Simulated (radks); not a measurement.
The numbers below are computed, except where a source is named.
Ionisation of neutral calcium, [Ar] 4s2, to Ca+, [Ar] 4s1, under several functionals. Dirac Kohn-Sham, spin-unpolarised, spherical densities, finite nucleus; a radial shooting solver on a logarithmic mesh with Libxc functionals. Known Delta-SCF values: PBE 6.309 eV; HCTH/407 6.291 eV. What does B86b exchange with PBE correlation give, and what is its highest occupied eigenvalue?

Answer. 6.334 eV by Delta-SCF; the 4s1/2 eigenvalue is -3.784 eV. NIST: 6.113 eV (measured).

Beside tabulated values, note that spin-unpolarised runs miss the spin-polarisation part of the exchange energy of open shells.
